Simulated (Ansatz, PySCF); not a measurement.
System: GeH2 (charge 0, singlet). SMILES: [GeH2]
Geometry: optimised at B3LYP-D3(BJ)/def2-TZVP (Ansatz, a first-principles code).

Quantity: vertical triplet-singlet gap (E(triplet) - E(singlet); each state is the SCF solution reached for its spin; for the singlet the Hartree-Fock reference is unstable and T1 is 0.013), in kJ/mol. Valence correlation only, unless marked. UHF or UKS for open shells. Spin-orbit coupling is left out. Frozen are the shells of the preceding noble gas and the d and f shells that filled before the atom's block. No relativistic terms. Basis-set limits of correlation are two-point, X^-3; Hartree-Fock from the larger set.

```csv
level,program,vertical triplet-singlet gap (kJ/mol),minus last row
HF/aug-cc-pVQZ,Ansatz,83.7,-52.8
PBE/def2-TZVPD,Ansatz,137.5,1.0
PBE0/def2-TZVPD,Ansatz,131.6,-4.9
BHLYP/def2-TZVPD,Ansatz,146.7,10.2
M06-2X/def2-TZVPD,PySCF,125.1,-11.4
wB97M-V/def2-TZVPD,Ansatz,151.0,14.5
wB97X-V/def2-TZVPD,Ansatz,155.6,19.1
MP2/aug-cc-pVDZ,Ansatz,121.2,-15.3
"MP2/CBS(aug-cc-pVTZ,aug-cc-pVQZ)",Ansatz,130.4,-6.1
"MP2/CBS(def2-TZVPPD,def2-QZVPPD)",Ansatz,130.2,-6.3
SCS-MP2/aug-cc-pVQZ,Ansatz,146.2,9.7
CCSD(T)/def2-SVPD,Ansatz,130.8,-5.7
CCSD(T)/aug-cc-pVTZ,Ansatz,135.3,-1.2
CCSD(T)/def2-QZVPPD,Ansatz,136.2,-0.3
"CCSD(T)/CBS(aug-cc-pVTZ,aug-cc-pVQZ)",Ansatz,136.5,0.0
```
